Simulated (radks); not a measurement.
Task: Excited configurations of Bi II: one electron is placed in a higher orbital outside [Hg] 6p1. The ground configuration is [Hg] 6p2. Calculated with a radial shooting solver on a logarithmic mesh with Libxc functionals: Dirac Kohn-Sham, PBE, spin-unpolarised, spherical densities, finite nucleus; open shells are shared between the two j in proportion to 2j + 1; Fermi nuclear charge, rms radius 5.5211 fm. Excitation = E - E(ground); binding = E(ion) - E, where the ion is the core of charge +2; n* = 2/sqrt(2 binding) in atomic units, and the quantum defect is n - n*. Eigenvalue and <r> are those of j = l + 1/2.

outer orbital  excitation (eV)  binding (eV)     n*  quantum defect  eigenvalue (eV)  <r> (bohr)
5f                      11.746         3.682  3.845           1.155           -2.500       7.950
6f                      12.856         2.571  4.601           1.399           -1.886       13.33
7p                       9.371         6.057  2.997           4.003           -4.540       6.763
7d                      11.658         3.770  3.800           3.200           -2.863       9.954

Estimate the row for 7f.

Result: excitation (eV) 13.595; binding (eV) 1.832; n* 5.450; quantum defect 1.550; eigenvalue (eV) -1.418; <r> (bohr) 20.27. The Delta-SCF ionisation energy is 15.428 eV (NIST Atomic Spectra Database: 16.703 eV, measured). Self-interaction in the functional shifts the binding energies and quantum defects, so they are the method's values and not measured ones. Spin polarisation and multiplet splitting are left out, so open shells lie too high by an amount that depends on their filling. Sharing an open shell by 2j + 1 raises it above the true ground level by a part of the spin-orbit splitting, which enters the differences from NIST.

Beside tabulated values, note that spin-unpolarised runs miss the spin-polarisation part of the exchange energy of open shells.
